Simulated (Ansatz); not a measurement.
One geometry of `[SiH3][SiH2][SiH2][SiH2][SiH2][SiH3]`, several functionals.

```yaml
crystal:
  periodic: [false, false, false]
  atoms:
    - {symbol: Si, position_ang: [-0.815297, -1.828958, -1.809826]}
    - {symbol: Si, position_ang: [-1.402294, -1.966364, 0.451221]}
    - {symbol: Si, position_ang: [-1.549536, 0.130513, 1.484562]}
    - {symbol: Si, position_ang: [0.562030, 0.896133, 2.137556]}
    - {symbol: Si, position_ang: [2.040539, 0.801384, 0.329469]}
    - {symbol: Si, position_ang: [1.116131, 1.946482, -1.488747]}
    - {symbol: H, position_ang: [-1.777987, -0.951512, -2.527413]}
    - {symbol: H, position_ang: [-0.851319, -3.183379, -2.425419]}
    - {symbol: H, position_ang: [0.553127, -1.272636, -1.979570]}
    - {symbol: H, position_ang: [-0.406159, -2.805268, 1.176384]}
    - {symbol: H, position_ang: [-2.723569, -2.651753, 0.538505]}
    - {symbol: H, position_ang: [-2.159220, 1.103516, 0.535099]}
    - {symbol: H, position_ang: [-2.437639, 0.035406, 2.678135]}
    - {symbol: H, position_ang: [1.060696, 0.047674, 3.256599]}
    - {symbol: H, position_ang: [0.461556, 2.301090, 2.625038]}
    - {symbol: H, position_ang: [3.355706, 1.403022, 0.688696]}
    - {symbol: H, position_ang: [2.266027, -0.626605, -0.028964]}
    - {symbol: H, position_ang: [1.100406, 3.405205, -1.195167]}
    - {symbol: H, position_ang: [1.892837, 1.714378, -2.735606]}
    - {symbol: H, position_ang: [-0.286025, 1.501672, -1.710572]}
basis:
  gaussian: {orbitals: def2-TZVPP}
hamiltonian: {xc: {name: B3LYP}, dispersion: d4}
output: {forces: true, orbitals: {seedname: orbitals}}
```

```sh
$ ansatz run in.yaml --threads 3 --pin off --events-out ev --progress --plain --backend cuda
```

Shortened log:

```
Functional definition: B3LYP
2572 factors; their error is unknown
mean field evaluation 1: about -47497.2482 eV, gradient 2.1e1 eV
mean field evaluation 2: about -47498.5755 eV, gradient 9.4e0 eV
mean field evaluation 4: about -47498.8359 eV, gradient 1.0e0 eV
mean field evaluation 8: about -47498.8920 eV, gradient 2.6e-1 eV
mean field evaluation 16: about -47498.8921 eV, gradient 1.7e-5 eV
mean field -47498.89210631 eV, -1745.5520890014 hartree, gradient 1.7e-5 eV, S^2 0.000000; 0 other end points of the search recorded, 0 dependent functions left out
reference -47498.89252159 eV, -1745.5521042626 hartree; 49, 49 occupied and 399, 399 virtual orbitals, 2572 factors
Total energy: -47499.97752398 eV, -1745.5919773650 hartree
Atom 0 at    -0.815297    -1.828958    -1.809826 Å, force     0.047074     0.004217    -0.142362 eV/Å
Atom 1 at    -1.402294    -1.966364     0.451221 Å, force    -0.035922    -0.132184     0.069356 eV/Å
Atom 2 at    -1.549536     0.130513     1.484562 Å, force    -0.142550     0.080475     0.039731 eV/Å
Atom 3 at     0.562030     0.896133     2.137556 Å, force     0.036104     0.050249     0.150516 eV/Å
Atom 4 at     2.040539     0.801384     0.329469 Å, force     0.147102    -0.077077     0.002242 eV/Å
Atom 5 at     1.116131     1.946482    -1.488747 Å, force    -0.059101     0.060758    -0.118168 eV/Å
Atom 6 at    -1.777987    -0.951512    -2.527413 Å, force     0.065186    -0.056710     0.040933 eV/Å
Atom 7 at    -0.851319    -3.183379    -2.425419 Å, force     0.005845     0.084423     0.027518 eV/Å
Atom 8 at     0.553127    -1.272636    -1.979570 Å, force    -0.103565    -0.039673     0.009018 eV/Å
Atom 9 at    -0.406159    -2.805268     1.176384 Å, force    -0.061118     0.048516    -0.041388 eV/Å
Atom 10 at    -2.723569    -2.651753     0.538505 Å, force     0.078983     0.031636    -0.003781 eV/Å
Atom 11 at    -2.159220     1.103516     0.535099 Å, force     0.036658    -0.061332     0.060717 eV/Å
Atom 12 at    -2.437639     0.035406     2.678135 Å, force     0.045390     0.010897    -0.072486 eV/Å
Atom 13 at     1.060696     0.047674     3.256599 Å, force    -0.031087     0.054867    -0.059737 eV/Å
Atom 14 at     0.461556     2.301090     2.625038 Å, force     0.012096    -0.082757    -0.023780 eV/Å
Atom 15 at     3.355706     1.403022     0.688696 Å, force    -0.073125    -0.040237    -0.025590 eV/Å
Atom 16 at     2.266027    -0.626605    -0.028964 Å, force    -0.012108     0.094158     0.023752 eV/Å
Atom 17 at     1.100406     3.405205    -1.195167 Å, force    -0.003387    -0.085871    -0.022118 eV/Å
Atom 18 at     1.892837     1.714378    -2.735606 Å, force    -0.053053     0.020799     0.071296 eV/Å
Atom 19 at    -0.286025     1.501672    -1.710572 Å, force     0.100578     0.034843     0.014331 eV/Å
Dipole moment:     0.015124    -0.001629     0.015127 e Å
```

Run time 2.4 s (3 threads of an AMD EPYC 7R13 on a shared host and a share of an NVIDIA H100 80 GB); peak host memory 1.1 GiB.

With the line `hamiltonian: {xc: {name: LC-wPBE}, dispersion: d4}` and no forces (abridged; 2.6 s):

```
WARN the engine holds no damping parameters fitted to this dispersion correction and functional, so the run takes those fitted to pbe0 (hamiltonian.dispersion, under Limitations)
Functional definition: LC-wPBE
mean field -47480.46742637 eV, -1744.8749945024 hartree, gradient 2.4e-5 eV, S^2 0.000000
Total energy: -47481.06530772 eV, -1744.8969662369 hartree
```

Changing it to `hamiltonian: {xc: pbe, dispersion: d4}` (abridged; 2.4 s):

```
Functional definition: PBE
mean field evaluation 16: about -47469.9082 eV, gradient 4.4e-4 eV
mean field -47469.90815012 eV, -1744.4869482575 hartree, gradient 1.2e-5 eV, S^2 0.000000
Total energy: -47470.58253528 eV, -1744.5117314550 hartree
Atom 0 force    -0.017551    -0.005201     0.083403 eV/Å
Atom 1 force     0.022448     0.087462    -0.042109 eV/Å
Atom 2 force     0.080297    -0.047184    -0.013654 eV/Å
Atom 3 force    -0.020287    -0.028340    -0.086390 eV/Å
Atom 4 force    -0.080740     0.044966    -0.001715 eV/Å
Atom 5 force     0.033984    -0.046465     0.067983 eV/Å
Atom 6 force    -0.093299     0.086927    -0.074336 eV/Å
Atom 7 force    -0.002954    -0.135787    -0.068978 eV/Å
Atom 8 force     0.134657     0.055992    -0.017772 eV/Å
Atom 9 force     0.095035    -0.086390     0.072685 eV/Å
Atom 10 force    -0.131964    -0.075710     0.010541 eV/Å
Atom 11 force    -0.062118     0.096503    -0.091294 eV/Å
Atom 12 force    -0.095994    -0.004931     0.121527 eV/Å
Atom 13 force     0.048230    -0.082612     0.117908 eV/Å
Atom 14 force    -0.006004     0.140945     0.053281 eV/Å
Atom 15 force     0.137168     0.056893     0.034487 eV/Å
Atom 16 force     0.023968    -0.141883    -0.035193 eV/Å
Atom 17 force    -0.003199     0.145982     0.026045 eV/Å
Atom 18 force     0.076034    -0.019328    -0.130786 eV/Å
Atom 19 force    -0.137711    -0.041841    -0.025636 eV/Å
Dipole moment:     0.012287    -0.001415     0.011680 e Å
```

With the line `hamiltonian: {xc: r2scan, dispersion: d4}` (abridged; 2.3 s):

```
Functional definition: r2SCAN
mean field evaluation 16: about -47490.7123 eV, gradient 1.6e-4 eV
mean field -47490.71232993 eV, -1745.2514877640 hartree, gradient 1.0e-5 eV, S^2 0.000000
Total energy: -47490.89569499 eV, -1745.2582263055 hartree
Atom 0 force    -0.001162    -0.010846    -0.032014 eV/Å
Atom 1 force    -0.004728    -0.023303     0.008147 eV/Å
Atom 2 force    -0.028360     0.012479     0.013924 eV/Å
Atom 3 force     0.008623     0.012264     0.027864 eV/Å
Atom 4 force     0.028849    -0.004072    -0.001183 eV/Å
Atom 5 force     0.001211     0.016246    -0.021184 eV/Å
Atom 6 force     0.018788    -0.019135     0.007378 eV/Å
Atom 7 force     0.002379     0.024864     0.004424 eV/Å
Atom 8 force    -0.027425    -0.008957    -0.008605 eV/Å
Atom 9 force    -0.014411     0.003200    -0.005879 eV/Å
Atom 10 force     0.015115     0.000382    -0.001061 eV/Å
Atom 11 force     0.000017    -0.009148     0.016628 eV/Å
Atom 12 force     0.002544     0.006043    -0.011512 eV/Å
Atom 13 force    -0.007218     0.012274    -0.005037 eV/Å
Atom 14 force     0.005381    -0.013991     0.000445 eV/Å
Atom 15 force    -0.009216    -0.009839    -0.006164 eV/Å
Atom 16 force     0.004797     0.015709     0.010508 eV/Å
Atom 17 force    -0.002526    -0.024295    -0.008990 eV/Å
Atom 18 force    -0.017066     0.008991     0.014719 eV/Å
Atom 19 force     0.024407     0.011133    -0.002409 eV/Å
Dipole moment:     0.013103    -0.001134     0.010636 e Å
```

The same input with `hamiltonian: {xc: {name: wB97X-V}}` and no forces (abridged; 3.1 s):

```
Functional definition: wB97X-V
mean field -47487.94553971 eV, -1745.1498100988 hartree, gradient 4.8e-5 eV, S^2 0.000000
Total energy: -47487.94553620 eV, -1745.1498099698 hartree
```

With the line `hamiltonian: {xc: {name: wB97M-V}}` (abridged; 3.6 s):

```
Functional definition: wB97M-V
mean field -47490.34394234 eV, -1745.2379497698 hartree, gradient 4.0e-5 eV, S^2 0.000000
Total energy: -47490.34402734 eV, -1745.2379528932 hartree
Atom 0 force     0.005163    -0.014534    -0.107533 eV/Å
Atom 1 force    -0.028375    -0.097463     0.044867 eV/Å
Atom 2 force    -0.099873     0.051855     0.032465 eV/Å
Atom 3 force     0.026918     0.036969     0.109702 eV/Å
Atom 4 force     0.100123    -0.036376    -0.000510 eV/Å
Atom 5 force    -0.013284     0.057147    -0.085117 eV/Å
Atom 6 force     0.103656    -0.091719     0.079841 eV/Å
Atom 7 force     0.007041     0.155957     0.073111 eV/Å
Atom 8 force    -0.133968    -0.045775     0.018090 eV/Å
Atom 9 force    -0.094581     0.088075    -0.072914 eV/Å
Atom 10 force     0.140519     0.074449    -0.013095 eV/Å
Atom 11 force     0.061912    -0.095812     0.088066 eV/Å
Atom 12 force     0.098285     0.009655    -0.129525 eV/Å
Atom 13 force    -0.052814     0.087111    -0.120017 eV/Å
Atom 14 force     0.009756    -0.147288    -0.054908 eV/Å
Atom 15 force    -0.143640    -0.064665    -0.039315 eV/Å
Atom 16 force    -0.026642     0.135309     0.036416 eV/Å
Atom 17 force    -0.001957    -0.161510    -0.028635 eV/Å
Atom 18 force    -0.088186     0.023092     0.141689 eV/Å
Atom 19 force     0.129948     0.035522     0.027322 eV/Å
Dipole moment:     0.016136    -0.000453     0.014697 e Å
```

B3LYP takes the VWN-RPA correlation (the form of Gaussian; ORCA's B3LYP/G).

LC-ωPBE has ω = 0.4 bohr⁻¹; the program lends it PBE0's D4 damping.
